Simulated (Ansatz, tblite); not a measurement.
Forces on GaH2(vinyl) (C₂H₅Ga) at its B3LYP-D4/def2-TZVP geometry. Charge 0, multiplicity 1.

The xTB rows come from tblite. LC-ωPBE has ω = 0.4 bohr⁻¹.

GFN1-xTB (tblite), largest force 0.79 eV/Å:

```xyz
8
positions Å, forces eV/Å
Ga    1.042   -0.374   -1.017    0.340   -0.259   -0.660
H     2.604   -0.361   -1.171   -0.155   -0.021   -0.033
H     0.110   -0.900   -2.169    0.185    0.039    0.072
C     0.162    0.263    0.615   -0.155    0.021    0.069
C    -1.168    0.249    0.731    0.037    0.121    0.286
H     0.742    0.639    1.455   -0.062    0.116    0.285
H    -1.809   -0.112   -0.067   -0.109   -0.008   -0.006
H    -1.683    0.597    1.623   -0.080   -0.009   -0.012
```

GFN2-xTB (tblite), largest force 0.69 eV/Å:

```
Ga 0.052 -0.142 -0.347
H 0.064 -0.042 -0.107
H 0.082 -0.040 -0.108
C -0.508 0.160 0.441
C 0.149 0.073 0.158
H 0.052 0.053 0.122
H 0.086 -0.010 -0.032
H 0.023 -0.053 -0.128
```

LC-ωPBE/def2-TZVP (Ansatz), largest force 0.47 eV/Å:

```
Ga -0.127 0.052 0.138
H -0.227 -0.004 0.018
H 0.145 0.073 0.156
C -0.250 -0.120 -0.261
C 0.468 0.009 -0.031
H -0.042 0.002 0.010
H -0.003 -0.022 -0.053
H 0.035 0.011 0.023
```
